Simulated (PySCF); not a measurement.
O₃S, triplet, geometry from GFN2-xTB (a higher spin typed on purpose: for a closed-shell molecule this is an excited state), with bond 4-2 at 1.4 times its length; PySCF with CASSCF(4,4)+NEVPT2/6-31G*.

Here is a job for PySCF.
```python
from pyscf import gto, scf, mcscf, mrpt
import numpy

mol = gto.M(
    atom='''
O    -0.649726   -1.251538   -0.217753
S    -0.010213   -0.001428    0.281344
O    -0.749017    1.196340   -0.208932
O     1.990922    0.081847   -0.302943
''',
    basis='6-31g*',
    charge=0,
    spin=2,
    verbose=4,
)

mf = scf.ROHF(mol)
mf.kernel()
mc = mcscf.CASSCF(mf, 4, 4)
mc.fix_spin_(ss=2.0)
mc.kernel()
occ = numpy.linalg.eigvalsh(mc.fcisolver.make_rdm1(mc.ci, mc.ncas, mc.nelecas))[::-1]
ss = mc.fcisolver.spin_square(mc.ci, mc.ncas, mc.nelecas)[0]
print('natural occupations', occ.round(4), ' <S^2>', round(ss, 4))
e2 = mrpt.NEVPT(mc).kernel()
print('E(NEVPT2) = %.10f' % (mc.e_tot + e2))
```

Question: Write the output that PySCF gives for this input, abridged.

Answer: 
```
PySCF version 2.14.0

[INPUT] verbose = 4
[INPUT] num. atoms = 4
[INPUT] num. electrons = 40
[INPUT] charge = 0
[INPUT] spin (= nelec alpha-beta = 2S) = 2
[INPUT] symmetry False subgroup None
[INPUT] Mole.unit = angstrom
[INPUT] Symbol           X                Y                Z      unit          X                Y                Z       unit  Magmom
[...]
nuclear repulsion = 160.080998254075
number of shells = 26
number of NR pGTOs = 132
number of NR cGTOs = 60
basis = 6-31g*
ecp = {}

******** <class 'pyscf.scf.rohf.ROHF'> ********
method = ROHF
initial guess = minao
damping factor = 0
level_shift factor = 0
DIIS = <class 'pyscf.scf.diis.CDIIS'>
diis_start_cycle = 1
diis_space = 8
diis_damp = 0
SCF conv_tol = 1e-09
SCF conv_tol_grad = None
SCF max_cycles = 50
direct_scf = True
direct_scf_tol = 1e-13
num. doubly occ = 19  num. singly occ = 2
Set gradient conv threshold to 3.16228e-05
init E= -622.043291216053
[...]
cycle= 1 E= -621.647726495867  delta_E= 0.396  |g|= 0.801  |ddm|= 1.88
[...]
cycle= 2 E= -621.744644492345  delta_E= -0.0969  |g|= 0.647  |ddm|= 0.97
[...]
cycle= 3 E= -621.85000040183  delta_E= -0.105  |g|= 0.0788  |ddm|= 0.436
[...]
cycle= 4 E= -621.858704808068  delta_E= -0.0087  |g|= 0.0507  |ddm|= 0.145
[...]
cycle= 5 E= -621.868338871926  delta_E= -0.00963  |g|= 0.0528  |ddm|= 0.158
[...]
cycle= 6 E= -621.869525055563  delta_E= -0.00119  |g|= 0.0527  |ddm|= 0.0188
[...]
cycle= 7 E= -621.870612554304  delta_E= -0.00109  |g|= 0.0526  |ddm|= 0.0174
[...]
cycle= 8 E= -621.865686579247  delta_E= 0.00493  |g|= 0.124  |ddm|= 0.718
[...]
cycle= 9 E= -621.887389246018  delta_E= -0.0217  |g|= 0.0189  |ddm|= 0.407
[...]
cycle= 10 E= -621.888582172416  delta_E= -0.00119  |g|= 0.0128  |ddm|= 0.0825
[...]
cycle= 11 E= -621.887340318953  delta_E= 0.00124  |g|= 0.0206  |ddm|= 0.088
[...]
cycle= 12 E= -621.888385973396  delta_E= -0.00105  |g|= 0.0121  |ddm|= 0.0477
[...]
cycle= 13 E= -621.887816816543  delta_E= 0.000569  |g|= 0.0185  |ddm|= 0.0361
[...]
cycle= 14 E= -621.888963245565  delta_E= -0.00115  |g|= 0.00607  |ddm|= 0.0751
[...]
cycle= 15 E= -621.889075083146  delta_E= -0.000112  |g|= 0.00378  |ddm|= 0.0208
[...]
cycle= 16 E= -621.889164938174  delta_E= -8.99e-05  |g|= 0.00272  |ddm|= 0.0231
[...]
cycle= 17 E= -621.88923396651  delta_E= -6.9e-05  |g|= 0.002  |ddm|= 0.0209
[...]
cycle= 18 E= -621.889308377325  delta_E= -7.44e-05  |g|= 0.00168  |ddm|= 0.0302
[...]
cycle= 19 E= -621.889355728662  delta_E= -4.74e-05  |g|= 0.00102  |ddm|= 0.0286
[...]
converged SCF energy = -621.889380881737
CASCI E = -621.904499259252  S^2 = 2.0000000
CASSCF energy = -621.919186715254
CASCI E = -621.919186715254  E(CI) = -4.33093064210675  S^2 = 2.0000000
[...]
1 S 4py         -0.00325   0.00002   0.00573  -0.00143
1 S 4pz         -0.00002   0.01363   0.00002   0.03342
1 S 3dxy         0.07120   0.00041   0.00789   0.00166
1 S 3dyz        -0.09687  -0.00027   0.00308  -0.00049
1 S 3dz^2       -0.00061  -0.04277   0.00002  -0.04066
1 S 3dxz         0.00419  -0.01281  -0.00010  -0.01602
1 S 3dx2-y2     -0.00613   0.00445  -0.00063   0.01948
2 O 1s          -0.00001  -0.00002  -0.00001  -0.00002
2 O 2s          -0.00404   0.00992  -0.00600   0.00166
2 O 3s          -0.00017  -0.00320  -0.00051  -0.00051
2 O 2px          0.41213  -0.02471  -0.04712   0.30561
2 O 2py          0.01965  -0.03106  -0.00251   0.00586
2 O 2pz         -0.56363   0.15552   0.00518  -0.38713
2 O 3px          0.02295   0.00663  -0.00063  -0.04811
2 O 3py          0.00089   0.00374   0.00040  -0.00117
2 O 3pz         -0.03098   0.01357   0.00011   0.07315
2 O 3dxy        -0.01947  -0.00036   0.00263   0.00402
2 O 3dyz         0.02796  -0.01104   0.00042  -0.00723
2 O 3dz^2       -0.02397   0.00144   0.00085  -0.00315
2 O 3dxz        -0.01053   0.00528  -0.00108  -0.00027
2 O 3dx2-y2      0.01612  -0.00325   0.00014   0.00134
3 O 1s           0.00000   0.00006   0.00000   0.00014
3 O 2s           0.00001   0.02101   0.00000   0.08421
3 O 3s           0.00000   0.01066   0.00000   0.03730
3 O 2px         -0.00179  -0.80473  -0.04040  -0.16079
3 O 2py          0.04466  -0.03440   0.99570  -0.00656
3 O 2pz          0.00014   0.48254   0.00360   0.00920
3 O 3px         -0.00053   0.01165   0.00114  -0.01603
3 O 3py          0.01291   0.00051  -0.02810  -0.00062
3 O 3pz          0.00005  -0.00910  -0.00010  -0.00615
3 O 3dxy        -0.00628   0.00062  -0.01026  -0.00014
3 O 3dyz         0.00047  -0.00027   0.00320  -0.00005
3 O 3dz^2        0.00000  -0.00423   0.00002   0.00106
3 O 3dxz        -0.00004  -0.00665  -0.00017  -0.00131
3 O 3dx2-y2      0.00051   0.00735   0.00085  -0.00182
<CAS-nat-orb|mo-hf>  19     19       0.99946509
<CAS-nat-orb|mo-hf>  20     21       0.96654133
<CAS-nat-orb|mo-hf>  21     20       0.99995422
<CAS-nat-orb|mo-hf>  22     22       0.95782268
Sr    (-1)',   E = -0.00118497434336
Si    (+1)',   E = -0.00197283302589
Sijrs (0)  ,   E = -0.32065049646785
Sijr  (+1) ,   E = -0.07216819425185
Srsi  (-1) ,   E = -0.11078082417134
Srs   (-2) ,   E = -0.00873077656100
Sij   (+2) ,   E = -0.00433374298206
Sir   (0)' ,   E = -0.09304289106502
Nevpt2 Energy = -0.612864732868370
E(NEVPT2) = -622.5320514481
```
